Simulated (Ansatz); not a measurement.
All numbers were calculated with Ansatz.

A structure relaxed at PBE0-D4/def2-TZVP, charge 0, multiplicity 1:

```xyz
9

F     0.781   -0.988    1.835
C     0.770   -0.380    0.604
Si   -0.325   -0.994   -0.807
Sn   -0.450    1.370   -0.016
H     1.792   -0.146    0.292
H     0.250   -1.627   -2.023
H    -1.507   -1.732   -0.300
H     0.488    2.698   -0.507
H    -1.797    1.800    0.922
```

Q: Give its formula and SMILES.

A: CH5FSiSn, `F[CH]1[SiH2][SnH2]1`.

Q: Summarise the bond lengths by kind.

A: 1 × C–F 1.372 Å; 1 × C–Si 1.889 Å; 1 × C–Sn 2.222 Å; 1 × C–H 1.094 Å; 1 × Si–Sn 2.496 Å; 2 × H–Si 1.483 to 1.487 Å; 2 × H–Sn 1.697 to 1.698 Å.
